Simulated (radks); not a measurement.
Problem. Tm0.25-, 69.25 electrons, occupied as [Xe] 4f11.75 6s2 6p1.5 (fractional occupations, a model configuration). Method: scalar-relativistic Kohn-Sham, PBEsol, spin-unpolarised, spherical densities, finite nucleus; Fermi nuclear charge, rms radius 5.2256 fm; computed with a radial shooting solver on a logarithmic mesh with Libxc functionals. Some entries of the table are withheld. Estimate them.

orbital,occ.,eigenvalue (hartree),r(max) (bohr),<r> (bohr)
1s,2,-2177.898,0.01262,0.02002
2s,2,-367.8505,0.07192,0.08491
2p,6,-324.9304,(1),0.07543
3s,2,-83.04289,0.2033,0.2211
3p,6,-70.04239,0.2002,(2)
3d,10,-53.96696,(3),0.1999
4s,2,(4),(5),0.4975
4p,6,-12.43940,0.4854,0.5277
4d,10,-6.75233,0.5006,0.5697
5s,2,-2.26639,1.080,1.205
5p,6,-1.24870,1.229,1.415
4f,11.75,-0.52361,0.4914,(6)
6s,2,-0.19046,2.980,3.483
6p,1.5,-0.05226,3.999,4.876

Solution. 
(1) 2p r(max) (bohr): 0.05855
(2) 3p <r> (bohr): 0.2204
(3) 3d r(max) (bohr): 0.1633
(4) 4s eigenvalue (hartree): -16.71875
(5) 4s r(max) (bohr): 0.4642
(6) 4f <r> (bohr): 0.7440
